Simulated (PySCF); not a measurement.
## Removing the step error of a finite difference

System: C2H6MgS, singlet, geometry from GFN2-xTB (such geometries of metal compounds can be far from the true shape). Level: HF/6-31G, polarisability (PySCF). Sums are taken with unrounded values, so a last digit can differ.

Second differences of the energy in a field along z gave a polarisability along z of 64.829 bohr³ at step 0.005 and 66.000 bohr³ at step 0.02 (atomic units).

### Question
Extrapolate to zero step.

### Answer
The leading error of a symmetric difference goes as h², so A(h) = A0 + c h². Then c = (66.000 - (64.829))/(0.02² - 0.005²) = 3120 (atomic units) and A0 = 64.829 - c × 0.005² = 64.751 bohr³. The analytic value from the same program and level is 64.754 bohr³: the smaller step missed it by 0.075, the extrapolation by -0.003.
